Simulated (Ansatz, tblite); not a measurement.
Cost and result up the ladder for Ga(PH3)F3 (GaPH₃F₃) (8 atoms). Charge 0, multiplicity 1. Geometry: PBE0-D4/def2-SVP.

```xyz
8

Ga   -0.886   -1.023   -0.244
P     0.717    0.831    0.198
H     0.388    2.108   -0.311
H     2.031    0.677   -0.302
H     0.983    1.144    1.551
F    -0.954   -0.951   -1.994
F    -2.282   -0.432    0.635
F     0.003   -2.355    0.468
```

Ansatz on 2 threads of Arm Neoverse N1 on a shared host; xTB runs through tblite on one thread. Times are rough, summed over both states, and most runs start from the orbitals of an earlier one. PBE0-D4/def2-TZVP serves as the yardstick here, not as an exact answer. The other state is a doublet.

The xTB rows come from tblite.

Raw xTB energies of ions are shifted by several eV.

```json
{"level": "GFN2-xTB", "functions": "33", "vertical IE (eV)": "15.80", "difference from PBE0-D4/def2-TZVP (eV)": "3.92"}
{"level": "PBE-D4/def2-TZVP", "functions": "196", "vertical IE (eV)": "11.22", "difference from PBE0-D4/def2-TZVP (eV)": "-0.66"}
{"level": "PBE0-D4/def2-TZVP", "functions": "196", "vertical IE (eV)": "11.88", "difference from PBE0-D4/def2-TZVP (eV)": "0.00"}
{"level": "GFN1-xTB", "functions": "36", "vertical IE (eV)": "16.12", "difference from PBE0-D4/def2-TZVP (eV)": "4.24"}
{"level": "r2SCAN-D4/def2-TZVP (with forces)", "functions": "196", "vertical IE (eV)": "11.48", "difference from PBE0-D4/def2-TZVP (eV)": "-0.40"}
```

(1) Estimate how long each takes.

Results:

(1) GFN2-xTB 0.014 s; GFN1-xTB 0.019 s; PBE-D4/def2-TZVP 17 s; PBE0-D4/def2-TZVP 28 s; r2SCAN-D4/def2-TZVP (with forces) 39 s. On shared hardware such times vary by a factor of up to 3.
